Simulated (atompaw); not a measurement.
# Pseudopotential generation for caesium (Cs): PAW (atompaw), LDA (PW92), scalar-relativistic.

* Element: Cs
* Generator: atompaw 4.2.0.5
* Type: PAW
* Functional: LDA (PW92)
* Relativity: scalar-relativistic
* Frozen core: [Xe]
* Valence charge: 1
* Reference configuration: 5d0 6s0.75 6p0.25
* Partial waves: 6s (bound): rc 3.00 bohr; 6s channel at 1.6 Ry: rc 3.00 bohr; 6p (bound): rc 3.00 bohr; 6p channel at 4.55 Ry: rc 3.00 bohr; 5d (bound, empty): rc 3.00 bohr; 5d channel at 4.05 Ry: rc 3.00 bohr
* Local potential: troulliermartins scheme with l = 3 at 0 Ry, radius 2.60 bohr
* Core correction: smooth core density matched at 1.95 bohr
* Augmentation charge: sinc compensation charge, radius 2.95 bohr; PAW radius 3.00 bohr; waves and projectors: custom rrkj gramschmidtortho

All-electron outer shells of the reference configuration (LDA (PW92), scalar-relativistic, ld1.x):

| shell | level (eV) | outermost node (bohr) | outermost maximum (bohr) |
| --- | --- | --- | --- |
| 5s | -27.23 | 0.82 | 1.54 |
| 5p | -13.93 | 0.89 | 1.76 |
| 6s | -2.40 | 2.10 | 4.62 |
| 6p | -0.95 | 2.60 | 6.64 |
| 5d | -0.68 | 1.06 | 3.34 |

(1) Estimate the cutoffs (Ry, on a coarse ladder) from which the occupation-weighted sum of valence levels, in a spherical-Bessel basis at the reference potential, stays within 10 and 1 mRy of its value at 400 Ry.

(2) What does a ghost test show?

(3) Is the overlap operator S = 1 + Σ q|β⟩⟨β| positive definite (Bessel basis up to 400 Ry)?

Results:

(1) 8 Ry and 10 Ry.

(2) Ghost states, extra bound levels that the all-electron valence spectrum of the same l lacks: s at -56.5 eV, p at -14.8 eV, s at -5.6 eV. A true bound ghost makes a file unfit for plane-wave use.

(3) Yes: its lowest eigenvalue is 0.04 (s channel).
